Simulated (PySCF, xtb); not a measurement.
H2OTe, SMILES O[TeH].

xtb with GFN2-xTB at its own geometry gives an orbital gap of 3.86 eV and a dipole moment of 1.98 D.

Geometry: PBE0-D3(BJ)/def2-TZVP. The def2 effective core potentials stand for the cores of Te; spin–orbit coupling is left out.

### Question
What does PBE0/def2-TZVPD (PySCF) give? (An estimate is asked for; the answer gives what the named calculation found.)

### Answer
gap 4.56 eV (levels -6.45 and -1.89 eV), dipole 1.44 D.
